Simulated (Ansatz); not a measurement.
`[NH2][Mo](=[O])([OH])=[S]` + HCl → `[O]=[Mo]([OH])(=[S])[Cl]` + NH₃ at 298.15 K and 1 bar (ligand exchange at a Mo–N bond).

Computed with Ansatz on PBE0-D4/def2-TZVP structures; ΔE is electronic, products minus reactants. CBS: MP2 limit from def2 TZ/QZ plus the TZ coupled-cluster correction, frozen cores. This one scheme is used for every species. def2 core potentials past Kr. For Mo outer-core shells are correlated without core-valence functions, which leaves a few kJ/mol of doubt a bond. Each species was taken in one conformer, which may not be the lowest.

```csv
species,CCSD(T)/CBS energy (Eh),H − E (kJ/mol),S (J/(mol·K))
`[NH2][Mo](=[O])([OH])=[S]`,-672.90809,136.7,351.5
HCl,-460.38127,26.6,186.8
`[O]=[Mo]([OH])(=[S])[Cl]`,-1076.80343,72.3,349.9
NH₃,-56.50880,100.5,192.4
```

H − E and S are ideal-gas, rigid-rotor, harmonic terms from PBE0-D4/def2-TZVP, for one conformer and one mirror image of each species. 1 Eh = 2625.50 kJ/mol, R = 8.31446 J/(mol·K).

By hand: ΔE, ΔH, ΔS and ΔG.

ΔE = (-1076.80343) + (-56.50880) − (-672.90809) − (-460.38127) = -0.02287 Eh = -60.0 kJ/mol. Δ(H − E) = 72.3 + 100.5 − 136.7 − 26.6 = 9.5, so ΔH = -50.5 kJ/mol. ΔS = 349.9 + 192.4 − 351.5 − 186.8 = 4.0 J/(mol·K). ΔG = -50.5 − 298.15 × (4.0)/1000 = -51.7 kJ/mol.

By hand: the equilibrium constant, and the temperature at which ΔG would vanish if ΔH and ΔS stayed fixed.

log₁₀ K = −ΔG/(RT ln 10) = 9.1. ΔH and −TΔS have one sign here, so there is no such temperature.

The number of gas molecules stays the same, so ΔS is small and ΔH decides. A doubt of 5 kJ/mol in ΔE shifts log₁₀ K by 0.9 here. Other conformers and mirror images would add mixing entropy, several J/(mol·K) or more a flexible species. These are equilibria of isolated gas molecules and say nothing of rates. Largest T1 diagnostic: 0.025 (customary marks: 0.02 for closed shells, 0.045 for open ones).

ΔS is within the doubt of such terms, so its sign, and with it that verdict, could turn.
